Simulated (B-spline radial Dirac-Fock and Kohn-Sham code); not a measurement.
# Pb⁴⁵⁺: eigenvalues, ΔSCF and the reference

System: the Pb⁴⁵⁺ ion, 1s2 2s2 2p6 3s2 3p6 3d10 4s2 4p6 4d1.

The density-functional columns are spherical, spin-unpolarised Dirac-Kohn-Sham results without Breit or QED terms: −ε is minus the orbital energy of the initial state and ΔSCF the difference of two total energies. The reference in the last column comes from relaxed Dirac-Fock hole states (ΔSCF) with Breit and QED corrections and a finite nucleus. All numbers are from a radial B-spline solver, in eV; a selection of levels is shown. For the 1s level of heavy atoms much of the gap between ΔSCF and the reference is the Breit and QED part, -496.5 eV here; for other levels the error of the functional can be larger.

```
     level   LDA −ε  LDA ΔSCF  Dirac-Fock
    K (1s)  90063.3   90740.0     90255.0
   L1 (2s)  17916.6   18069.7     18119.8
L2 (2p1/2)  17308.4   17497.7     17454.8
L3 (2p3/2)  15119.5   15281.2     15287.9
   M1 (3s)   5905.1    5968.6      6025.6
M2 (3p1/2)   5635.1    5702.2      5734.3
M3 (3p3/2)   5131.9    5193.7      5229.3
M4 (3d3/2)   4694.1    4764.9      4763.4
M5 (3d5/2)   4585.9    4654.9      4657.2
   N1 (4s)   2732.3    2765.4      2778.5
N2 (4p1/2)   2614.3    2647.8      2641.6
N3 (4p3/2)   2451.6    2483.1      2480.8
 N4,5 (4d)   2244.3    2276.7      2272.7
```

Values without a named source are computed, but for edge energies of neutral atoms, which are taken from tables.
